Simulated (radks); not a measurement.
Valence configurations of Ru+ (all share [Kr]). Method: scalar-relativistic Kohn-Sham, LDA (Slater exchange, Perdew-Wang correlation), spin-polarised, spherical densities, finite nucleus; open shells are filled with parallel spins first (spin-orbit coupling, left out, can overturn this in heavy ions); Fermi nuclear charge, rms radius 4.4809 fm; computed with a radial shooting solver on a logarithmic mesh with Libxc functionals. Energies are relative to 4d7; eigenvalues in eV for spin up.

| valence | E (eV) | moment (Bohr magnetons) | e(4d) | e(5p) | e(5s) |
|---|---|---|---|---|---|
| 4d7 | 0.000 | 3 | -13.525 | - | - |
| 4d5 5p2 | 13.438 | 7 | -22.195 | -9.943 | - |
| 4d6.5 5p0.5 | 2.782 | 4 | -15.656 | -7.541 | - |
| 4d6 5p1 | 5.921 | 5 | -17.808 | -8.406 | - |
| 4d6.5 5s0.5 | 0.339 | 4 | -15.047 | - | -12.006 |
| 4d4.5 5p2.5 | 19.908 | 7 | -24.267 | -10.635 | - |
| 4d6 5s1 | 0.794 | 5 | -16.620 | - | -12.775 |
| 4d3.5 5p3.5 | 36.170 | 6 | -28.548 | -11.884 | - |

NIST lists [Kr] 4d7 as the ground configuration; this level of theory agrees among the configurations tried. The energies are those of spherical high-spin densities, not of single terms.
